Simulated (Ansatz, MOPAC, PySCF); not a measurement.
Members of the series Al-XY, Y = amino; each row names its spin state. Isolated molecules, 0 K electronic values unless said otherwise. One relaxed conformer stands for each flexible species; it need not be the lowest. Strings in code marks are SMILES.

Quantity: adiabatic spin-state energy, in kJ/mol. Semi-empirical values (MOPAC) are differences of heats of formation. Levels without diffuse functions put anions too high.

Level 1: CAM-B3LYP/aug-cc-pVTZ // PBE0-D3(BJ)/def2-TZVPD (Ansatz, an electronic-structure program)
Level 2: PBE-D3(BJ)/def2-TZVPD // PBE0-D3(BJ)/def2-TZVPD (PySCF)
Level 3: M06-2X/6-31G* // PBE0-D3(BJ)/def2-TZVPD (PySCF)
Level 4: PM6 // PBE0-D3(BJ)/def2-TZVPD (MOPAC)

| species | level 1 | level 2 | level 3 | level 4 |
|---|---|---|---|---|
| `[NH2][Al-][SH]`: multiplicity 3 minus multiplicity 1 | 161.8 | 152.3 | 154.8 | 140.6 |
| `[NH2][Al-][NH2]`: multiplicity 3 minus multiplicity 1 | 153.9 | 157.0 | 152.7 | 176.5 |
| `[NH2][Al-][SiH3]`: multiplicity 3 minus multiplicity 1 | 110.5 | 101.5 | 107.6 | 15.65 |
| `[NH2][Al-][CH]=O`: multiplicity 3 minus multiplicity 1 | 92.7 | 63.2 | 98.0 | 107.7 |
| `[NH2][AlH-]`: multiplicity 3 minus multiplicity 1 | 108.9 | 107.2 | 113.2 | 122.5 |
| `[C-]#[N+][Al-][NH2]`: multiplicity 3 minus multiplicity 1 | 164.9 | 152.1 | 161.9 | 197.5 |
| `C=[CH][Al-][NH2]`: multiplicity 3 minus multiplicity 1 | 116.0 | 100.8 | 115.3 | 137.3 |
| `N#[C][Al-][NH2]`: multiplicity 3 minus multiplicity 1 | 142.2 | 126.1 | 135.4 | 177.0 |
